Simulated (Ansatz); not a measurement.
Ansatz (a quantum-chemistry and plane-wave program) input (MP2/6-31G*):

Ansatz 0.2 input:
```yaml
crystal:
  periodic: [false, false, false]
  atoms:
    - {symbol: H, position_ang: [-0.00000000, -0.00000000, -1.39203100]}
    - {symbol: O, position_ang: [-0.00000000, -0.00000000, -0.39505600]}
    - {symbol: C, position_ang: [0.00000000, 0.00000000, 0.75874600]}
basis:
  gaussian:
    orbitals: 6-31G*
total_charge: 1
magnetization: {spin_polarized: false}
correlation: {method: mp2, electrons: outside_noble_gas}
relax: {f_tol: 0.003, max_steps: 120}
```

From the output:

```
the calculation of the forces begins
relax step   3: F+E_penalty+E_count = -3079.89794471 eV  Δ(F+E_penalty+E_count) = -3.340e-4 eV  max|allowed force component| = 1.274e-2 eV/Å  Δτ_max = 0.0026 Å  (32 SCF iters, accepted)
these checks for a lower state are left out or cut short: starts, cluster_reference, orbital_swaps, neighbouring_geometries, increment
integrals: 0.00 GiB planned
328 factors; integrals over basis functions are off by at most 2.8e-4 eV
mean field: 0.05 GiB planned
mean field evaluation 32: about -3072.4974 eV, gradient 1.9e-2 eV
mean field -3072.49738948 eV, -112.9121964500 hartree, gradient 3.0e-6 eV, S^2 0.000000; 0 other end points of the search recorded, 0 dependent functions left out
2 core orbitals not correlated
reference -3072.49738948 eV, -112.9121964500 hartree; 5, 5 occupied and 25, 25 virtual orbitals, 328 factors
densities: 0.04 GiB planned
second order -7.40055725 eV of doubles, -0.00000000 eV of singles
the calculation of the forces begins
relax step   4: F+E_penalty+E_count = -3079.89794674 eV  Δ(F+E_penalty+E_count) = -2.022e-6 eV  max|allowed force component| = 2.936e-4 eV/Å  Δτ_max = 0.0002 Å  (23 SCF iters, accepted)
these checks for a lower state are left out or cut short: cluster_reference
integrals: 0.00 GiB planned
328 factors; integrals over basis functions are off by at most 2.8e-4 eV
mean field: 0.05 GiB planned
mean field -3072.49738948 eV, -112.9121964500 hartree, gradient 3.0e-6 eV, S^2 0.000000; 1 other end points of the search recorded, 0 dependent functions left out
2 core orbitals not correlated
reference -3072.49738948 eV, -112.9121964500 hartree; 5, 5 occupied and 25, 25 virtual orbitals, 328 factors
densities: 0.04 GiB planned
second order -7.40055725 eV of doubles, -0.00000000 eV of singles
the calculation of the forces begins
Total energy: -3079.89794674 eV, -113.1841619128 hartree
Atom 0 at     0.000000    -0.000000    -1.403720 Å, force    -0.000000     0.000000    -0.000156 eV/Å
Atom 1 at     0.000000     0.000000    -0.397003 Å, force    -0.000000    -0.000000     0.000294 eV/Å
Atom 2 at    -0.000000     0.000000     0.772382 Å, force     0.000000     0.000000    -0.000137 eV/Å
Dipole moment:    -0.000000    -0.000000    -0.570831 e Å
Checks for a lower state left out: cluster_reference
```

The dipole moment of an ion depends on the origin.

The geometry given is a B3LYP-D3(BJ)/def2-TZVP minimum.
